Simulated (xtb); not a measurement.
xtb input:

```bash
xtb mol.xyz --gfn 2 --sp --chrg 0 --uhf 0
```
mol.xyz:
```
8

N      1.54381460    -1.22435036     0.27239068
Al    -0.00162364    -0.39591429     0.10825020
N     -1.55367806    -1.18079781     0.38522075
Cl     0.00670852     1.63583450    -0.44726702
H      1.66890943    -2.18950021     0.53108353
H      2.43472258    -0.78149895     0.11550475
H     -2.44085127    -0.71294554     0.29310366
H     -1.68667412    -2.14231875     0.65331488
```

Q: What final total energy does it print?

A: -13.60639 Eh (GFN2-xTB).
